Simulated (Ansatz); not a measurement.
**Abstraction of Br: C4H9Br + CClF2 → C4H9 + CBrClF2**

Species: C4H9Br (2-bromo-2-methylpropane) `CC(C)(C)Br`, singlet; CClF2 (chlorodifluoromethyl radical) `F[C](F)Cl`, doublet; C4H9 (tert-butyl radical) `C[C](C)C`, doublet; CBrClF2 `FC(F)(Cl)Br`, singlet. A radical takes Br: the energy is the difference in strength between two C–Br bonds in different surroundings.

Shapes, held fixed at every level: PBE0-D4/def2-TZVP. Programs: Ansatz 0.2.0. The zero-point and thermal change to 298 K, harmonic and unscaled (PBE0-D4/def2-TZVP), is -6.2 kJ/mol.

**Question.** Estimate ΔH(298 K) of this reaction.

**Answer.** The highest level, CCSD(T)/def2-TZVPP, gives ΔH(298 K) = +29.5 kJ/mol; the levels span +12.4 to +36.0. The column of differences is taken from that level and isn't an error. No measured value is set beside it here. Open shells run unrestricted unless RO is named. Relativity is left out for Br unless named. Correlated rows may include outer-core shells of Br, which these sets cover unevenly.

```tsv
level	kind	ΔH(298 K) (kJ/mol)	less CCSD(T)/def2-TZVPP
HF/def2-SVP	Hartree–Fock	+25.2	-4.3
SPW92/def2-TZVPP	LDA	+12.4	-17.1
PBE-D4/def2-TZVPP	GGA	+12.5	-17.0
MP2/def2-SVP	perturbation theory	+33.1	+3.6
MP2/def2-TZVPP	perturbation theory	+36.0	+6.5
CCSD(T)/def2-SVP	coupled cluster or CI	+27.2	-2.3
CCSD(T)/def2-TZVPP	coupled cluster or CI	+29.5	0.0
```
